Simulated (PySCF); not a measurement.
C₃H₁₁ClSi₂.

```xyz
17

C     -1.4059    -1.5178     0.7053
Si    -0.7785     0.1275     0.0807
C     -2.1406     1.4043     0.0065
Cl    -0.0939    -0.1691    -1.8774
C      0.6783     0.7257     1.0951
Si     2.2936    -0.2170     0.8583
H     -2.2243    -1.8871     0.0688
H     -0.6051    -2.2723     0.7045
H     -1.7876    -1.4197     1.7344
H     -1.7705     2.3482    -0.4213
H     -2.5271     1.6119     1.0175
H     -2.9766     1.0506    -0.6160
H      0.8660     1.7896     0.8699
H      0.3893     0.6718     2.1601
H      2.9272     0.1316    -0.4460
H      2.0522    -1.6928     0.9008
H      3.2516     0.1228     1.9567
```
Charge 0, spin multiplicity 1.

The structure is a stationary point at PBE0-D3(BJ)/def2-SVP. This is a generated structure with no PubChem entry under its InChIKey; it may be hypothetical. The values are those of a single conformer.

Calculation: PySCF with PBE/pcSseg-1. Non-relativistic, no solvent.

Computed absolute GIAO shielding of each atom: isotropic value and principal components (ppm):
```csv
atom,σ(iso),σ11,σ22,σ33,span
C1,177.7,166.2,178.4,188.5,22.4
Si2,292.6,278.2,283.6,316.1,37.9
C3,174.0,165.3,170.8,185.8,20.5
Cl4,905.6,869.3,879.5,968.1,98.8
C5,182.8,172.2,182.5,193.7,21.6
Si6,409.3,385.0,391.2,451.8,66.8
H7,30.8,26.9,28.5,37.2,10.3
H8,30.4,25.9,29.3,36.0,10.1
H9,31.2,27.3,28.3,38.1,10.8
H10,30.7,26.9,28.7,36.5,9.6
H11,31.0,27.0,28.4,37.6,10.6
H12,30.7,26.7,28.4,37.0,10.3
H13,31.0,26.3,29.5,37.2,10.9
H14,31.4,26.5,29.4,38.4,11.9
H15,27.0,23.1,26.3,31.7,8.6
H16,27.2,23.3,26.8,31.5,8.2
H17,27.1,23.6,24.7,33.2,9.6
```
